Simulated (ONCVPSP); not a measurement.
**Potentials for cobalt compared**

Generated with ld1.x 7.5 (TM, RRKJ, ultrasoft, PAW), atompaw 4.2 or ONCVPSP 4.0.1. The cutoff is in Ry: for ld1.x and atompaw files where the sum of valence levels is converged to 10 mRy in a Bessel basis, for ONCV files where the hardest occupied wave has 1 mHa per electron of residual kinetic energy. The error is the largest all-electron minus pseudo excitation energy over each file’s own four to seven test configurations (ionisations up to +4, promotions, holes and added fractions of an electron), all of which were solved. The labels leave out finer settings (local radius, basis sizes, second energies), which also bear on the numbers. Spin-polarised tests are not counted. The rows are a selection from randomly drawn settings: files with unsolved tests, undetermined cutoffs or missed reference levels are left out.

A true bound ghost makes a file unfit for plane-wave use even where its test errors are small: the radial tests pick states by their node count and pass the ghost by.

```tsv
potential	cutoff (Ry)	largest error (meV)	bound ghosts
ONCV, PW91, fully relativistic, rc 2.60/0.80/1.75 (spd), local smoothed, core correction yes, reference 3p6 3d7 4s2, qcut 3.2/11.4/7.7, projectors 2/2/2	101	+113	s
ONCV, LDA (Perdew-Wang 92), scalar-relativistic, rc 1.90/1.05/1.70/2.05 (spdf), local smoothed, core correction yes, reference 3p6 3d7 4s1.5, qcut 4.1/11.8/7.4/6.3, projectors 2/1/2/2	70	+38	none
ONCV, PBEsol, scalar-relativistic, rc 2.35/2.55/1.70/1.80 (spdf), local smoothed, core correction yes, reference 3d7.5 4s1.5, qcut 2.4/3.6/8.7/5.5, projectors 2/2/3/1	64	+22	none
ONCV, Wu-Cohen, scalar-relativistic, rc 1.40/1.10/1.60 (spd), local smoothed, core correction no, reference 3s2 3p6 3d7 4s0.5, qcut 7/14.6/10.2, projectors 2/2/3	81	+6.7	none
ONCV, BLYP, scalar-relativistic, rc 1.20/0.85/1.25 (spd), local smoothed, core correction yes, reference 3s2 3p6 3d8 4s1, qcut 12.7/9.9/11.9, projectors 2/1/2	116	+30	none
ONCV, PBE, non-relativistic, rc 1.30/0.80/1.10 (spd), local smoothed, core correction no, reference 3s2 3p6 3d7 4s0.5, qcut 11.8/10.9/16.3, projectors 2/2/2	179	+17	none
ONCV, PBE, scalar-relativistic, rc 1.25/1.00/0.90 (spd), local smoothed, core correction no, reference 3s2 3p6 3d7.5 4s1.5, qcut 9.4/12.7/14.4, projectors 2/2/3	184	+1.9	none
ONCV, PBE, fully relativistic, rc 2.05/1.80/1.40 (spd), local smoothed, core correction yes, reference 3d7 4s1.75, qcut 3.6/5.3/13.6, projectors 2/2/2	120	-6.9	s, p3/2, p1/2
```

Q: Fill in the row for Co: ONCV, LDA (Perdew-Wang 92), scalar-relativistic, rc 1.35/1.10/1.65/1.50 (spdf), local smoothed, core correction yes, reference 3s2 3p6 3d7 4s2, qcut 8.5/15.6/9.9/8.2, projectors 2/2/2/2.

A: cutoff 79 Ry, largest error +40 meV, bound ghosts: none.
